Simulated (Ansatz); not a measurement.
Molecular dynamics of Cl2H2OSi

Input file:

```yaml
crystal:
  periodic: [false, false, false]
  atoms:
    - { symbol: Si, position_ang: [-0.342504, -0.673093, 0.293869] }
    - { symbol: Cl, position_ang: [0.517058, 1.964116, -1.00248] }
    - { symbol: O, position_ang: [1.142009, -0.875819, -0.200349] }
    - { symbol: H, position_ang: [1.168141, 0.791331, -0.855928] }
    - { symbol: H, position_ang: [-1.60091, -0.812373, -0.507834] }
    - { symbol: Cl, position_ang: [-0.883895, -0.394261, 2.272723] }
basis:
  gaussian: { orbitals: cc-pVDZ }
hamiltonian:
  xc: revpbe
md:
  timestep: 0.5
  n_steps: 200
  ensemble: nve
  temperature: 100.0
  initial_velocities: maxwell_boltzmann
  seed: 6186
```

Launched with:

```bash
$ ansatz run input.yaml --threads 2 --pin off --max-ram 3072MiB --backend cpu --events-out ev --progress --plain --runs-dir out
```

It starts at the highest image of a converged band, a first-order saddle point between two minima.

Output, in part (one step line in 7, the closing report, with atoms numbered from 0):

```
md step     0: t =     0.00 fs  T =   100.0 K  F+E_penalty+E_count = -34997.17993890 eV  E_kin = 0.051704 eV  conserved = -34997.12823490 eV  (28 SCF iters)
md step     7: t =     3.50 fs  T =    72.3 K  F+E_penalty+E_count = -34997.16557877 eV  E_kin = 0.037401 eV  conserved = -34997.12817793 eV  (22 SCF iters)
md step    14: t =     7.00 fs  T =    46.5 K  F+E_penalty+E_count = -34997.15218589 eV  E_kin = 0.024020 eV  conserved = -34997.12816603 eV  (24 SCF iters)
md step    21: t =    10.50 fs  T =    55.5 K  F+E_penalty+E_count = -34997.15683731 eV  E_kin = 0.028671 eV  conserved = -34997.12816665 eV  (22 SCF iters)
md step    28: t =    14.00 fs  T =    82.5 K  F+E_penalty+E_count = -34997.17086225 eV  E_kin = 0.042630 eV  conserved = -34997.12823189 eV  (26 SCF iters)
md step    35: t =    17.50 fs  T =    62.4 K  F+E_penalty+E_count = -34997.16046345 eV  E_kin = 0.032283 eV  conserved = -34997.12818052 eV  (23 SCF iters)
md step    42: t =    21.00 fs  T =    37.5 K  F+E_penalty+E_count = -34997.14758705 eV  E_kin = 0.019414 eV  conserved = -34997.12817280 eV  (23 SCF iters)
md step    49: t =    24.50 fs  T =    37.8 K  F+E_penalty+E_count = -34997.14767318 eV  E_kin = 0.019521 eV  conserved = -34997.12815224 eV  (23 SCF iters)
md step    56: t =    28.00 fs  T =    71.8 K  F+E_penalty+E_count = -34997.16534284 eV  E_kin = 0.037125 eV  conserved = -34997.12821735 eV  (24 SCF iters)
md step    63: t =    31.50 fs  T =    73.5 K  F+E_penalty+E_count = -34997.16618939 eV  E_kin = 0.037985 eV  conserved = -34997.12820473 eV  (22 SCF iters)
md step    70: t =    35.00 fs  T =    43.9 K  F+E_penalty+E_count = -34997.15087377 eV  E_kin = 0.022692 eV  conserved = -34997.12818203 eV  (23 SCF iters)
md step    77: t =    38.50 fs  T =    28.0 K  F+E_penalty+E_count = -34997.14260793 eV  E_kin = 0.014463 eV  conserved = -34997.12814541 eV  (23 SCF iters)
md step    84: t =    42.00 fs  T =    57.1 K  F+E_penalty+E_count = -34997.15774953 eV  E_kin = 0.029536 eV  conserved = -34997.12821308 eV  (23 SCF iters)
md step    91: t =    45.50 fs  T =    62.1 K  F+E_penalty+E_count = -34997.16029747 eV  E_kin = 0.032090 eV  conserved = -34997.12820715 eV  (23 SCF iters)
md step    98: t =    49.00 fs  T =    33.6 K  F+E_penalty+E_count = -34997.14554346 eV  E_kin = 0.017360 eV  conserved = -34997.12818352 eV  (24 SCF iters)
md step   105: t =    52.50 fs  T =    10.8 K  F+E_penalty+E_count = -34997.13370668 eV  E_kin = 0.005560 eV  conserved = -34997.12814621 eV  (20 SCF iters)
md step   112: t =    56.00 fs  T =    33.1 K  F+E_penalty+E_count = -34997.14531322 eV  E_kin = 0.017128 eV  conserved = -34997.12818475 eV  (25 SCF iters)
md step   119: t =    59.50 fs  T =    61.7 K  F+E_penalty+E_count = -34997.16012111 eV  E_kin = 0.031910 eV  conserved = -34997.12821071 eV  (24 SCF iters)
md step   126: t =    63.00 fs  T =    54.6 K  F+E_penalty+E_count = -34997.15645992 eV  E_kin = 0.028253 eV  conserved = -34997.12820707 eV  (23 SCF iters)
md step   133: t =    66.50 fs  T =    25.8 K  F+E_penalty+E_count = -34997.14151214 eV  E_kin = 0.013359 eV  conserved = -34997.12815349 eV  (24 SCF iters)
md step   140: t =    70.00 fs  T =    36.8 K  F+E_penalty+E_count = -34997.14717479 eV  E_kin = 0.019003 eV  conserved = -34997.12817172 eV  (24 SCF iters)
md step   147: t =    73.50 fs  T =    68.2 K  F+E_penalty+E_count = -34997.16349536 eV  E_kin = 0.035275 eV  conserved = -34997.12822073 eV  (29 SCF iters)
md step   154: t =    77.00 fs  T =    61.4 K  F+E_penalty+E_count = -34997.15996369 eV  E_kin = 0.031765 eV  conserved = -34997.12819861 eV  (24 SCF iters)
md step   161: t =    80.50 fs  T =    33.3 K  F+E_penalty+E_count = -34997.14539856 eV  E_kin = 0.017229 eV  conserved = -34997.12816992 eV  (23 SCF iters)
md step   168: t =    84.00 fs  T =    28.6 K  F+E_penalty+E_count = -34997.14295358 eV  E_kin = 0.014802 eV  conserved = -34997.12815204 eV  (23 SCF iters)
md step   175: t =    87.50 fs  T =    61.2 K  F+E_penalty+E_count = -34997.15983545 eV  E_kin = 0.031630 eV  conserved = -34997.12820540 eV  (24 SCF iters)
md step   182: t =    91.00 fs  T =    74.9 K  F+E_penalty+E_count = -34997.16691306 eV  E_kin = 0.038704 eV  conserved = -34997.12820927 eV  (23 SCF iters)
md step   189: t =    94.50 fs  T =    54.2 K  F+E_penalty+E_count = -34997.15618851 eV  E_kin = 0.027999 eV  conserved = -34997.12818914 eV  (24 SCF iters)
md step   196: t =    98.00 fs  T =    36.9 K  F+E_penalty+E_count = -34997.14720546 eV  E_kin = 0.019063 eV  conserved = -34997.12814214 eV  (29 SCF iters)
md step   200: t =   100.00 fs  T =    50.5 K  F+E_penalty+E_count = -34997.15425939 eV  E_kin = 0.026096 eV  conserved = -34997.12816300 eV  (28 SCF iters)
Total energy: -34997.15429599 eV, -1286.1216984544 hartree
Atom 0 at    -0.307193    -0.680929     0.253579 Å, force    -1.309930     0.210201     0.555945 eV/Å
Atom 1 at     0.468729     1.929110    -0.915373 Å, force    -0.137807     0.183850    -0.035334 eV/Å
Atom 2 at     1.148817    -0.954080    -0.205204 Å, force     1.159570    -0.195814    -0.451544 eV/Å
Atom 3 at     1.143734     0.779450    -0.874250 Å, force     0.209557    -0.170438     0.014373 eV/Å
Atom 4 at    -1.585518    -0.815335    -0.517994 Å, force     0.042130    -0.015878    -0.068641 eV/Å
Atom 5 at    -0.866357    -0.317305     2.220537 Å, force     0.036481    -0.011921    -0.014799 eV/Å
Dipole moment:    -0.429001    -0.098702    -0.006807 e Å
```

All steps were run. The conserved energy stayed within 0.016 meV per atom of its start (net change 0.012 meV per atom), so the integration is sound. A run of 0.1 ps of so small a system gives no equilibrium averages. The orbitals stay closed-shell, which can raise the energy where a bond breaks towards radicals; this wasn't checked here.

Between its relaxed ends the band would form Cl2–H4 and break Si1–Cl2, O3–H4. These pairs go: Cl2–H4 1.35 → 1.33 Å, Si1–Cl2 3.06 → 2.96 Å, O3–H4 1.79 → 1.86 Å. In the last frame they stand as after the step (other bonds may differ from the relaxed reactants and products). It ends as ClH + ClHOSi. Pairs count as bonded within 1.25 times the sum of covalent radii (0.12 Å more for H–H).

Last frame:

```xyz
6
Properties=species:S:1:pos:R:3
Si -0.307 -0.681 0.254
Cl 0.469 1.929 -0.915
O 1.149 -0.954 -0.205
H 1.144 0.779 -0.874
H -1.585 -0.815 -0.518
Cl -0.866 -0.317 2.220
```

The run took 3.2 min on 2 threads of Arm Neoverse V2, with other jobs on the host, peak memory 0.13 GiB.
